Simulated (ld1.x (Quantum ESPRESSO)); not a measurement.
## What one change does to a pseudopotential (ruthenium, TM)

| Item | Value |
| --- | --- |
| Element | ruthenium |
| Generator | ld1.x (Quantum ESPRESSO) 7.5 |
| Type | norm-conserving Troullier–Martins (Kleinman–Bylander form) |
| Functional | LDA (PZ) |
| Relativity | scalar-relativistic |
| Frozen core | [Kr] |
| Valence charge | 8 |
| Reference configuration | 4d7.5 5s0.5 5p0 |
| Partial waves | 5p (bound, empty): rc 4.20 bohr; 4d (bound): rc 1.25 bohr; 5s (bound): rc 2.55 bohr |
| Local potential | the s channel |
| Core correction | Bessel-smoothed model core, default radius (core density twice the valence density) |

All-electron outer shells of the reference configuration (LDA (PZ), scalar-relativistic, ld1.x):

| shell | level (eV) | outermost node (bohr) | outermost maximum (bohr) |
| --- | --- | --- | --- |
| 4s | -75.01 | 0.48 | 0.91 |
| 4p | -45.15 | 0.49 | 0.98 |
| 4d | -4.34 | 0.48 | 1.23 |
| 5s | -4.09 | 1.24 | 2.76 |
| 5p | -0.81 | 1.42 | 4.02 |

Change: wave 5s (bound): rc 2.55 bohr becomes 5s (bound): rc 3.32 bohr.

Cutoffs: the cutoffs (Ry, on a coarse ladder) from which the occupation-weighted sum of valence levels, in a spherical-Bessel basis at the reference potential, stays within 10 and 1 mRy of its value at 400 Ry; they do not see the model core or the augmentation charge, which bear on the density cutoff. Errors are all-electron minus pseudo energies relative to the spin-unpolarised reference configuration.

Q: How do hardness, ghosts and transferability respond?

A: The potential gets neither clearly harder nor softer (70 Ry and 80 Ry → 70 Ry and 80 Ry); of the 9 tests that both files solve, the error grows in 2 and shrinks in 4 by more than 15 % and 0.3 meV (median size 21.6 → 22.9 meV); neither file shows a bound ghost.

| quantity | base | changed |
| --- | --- | --- |
| cutoff, loose | 70 Ry | 70 Ry |
| cutoff, tight | 80 Ry | 80 Ry |
| bound ghosts | none | none |
| error for 4d7 5s1 5p0, meV [ΔE 0.28 eV] | -22 | -15 |
| error for 4d7 5s0 5p0, meV [ΔE 7.89 eV] | -15 | -17 |
| error for 4d6 5s0 5p0, meV [ΔE 26.33 eV] | -234 | -254 |
| error for 4d6 5s2 5p0, meV [ΔE 1.90 eV] | -245 | -161 |
| error for 4d6 5s1 5p1, meV [ΔE 5.94 eV] | -232 | -189 |
| error for 4d6 5s1 5p0, meV [ΔE 10.60 eV] | -214 | -155 |
| error for 4d7 5s0 5p1, meV [ΔE 3.87 eV] | -14 | -19 |
| error for 4d7.5 5s0.5 5p0 (spin-polarised), meV [ΔE -0.96 eV] | +20 | +21 |
| error for 4d7 5s1 5p0 (spin-polarised), meV [ΔE -1.37 eV] | +15 | +23 |
| s: phases at 4.53 bohr within 0.05 rad from the reference energy up to (Ry; the scan ends near 5) | 0.8 | 0.6 |
| p: phases at 4.53 bohr within 0.05 rad from the reference energy up to (Ry; the scan ends near 5) | 1.1 | 1.1 |
| d: phases at 4.53 bohr within 0.05 rad from the reference energy up to (Ry; the scan ends near 5) | 0.4 | 0.4 |
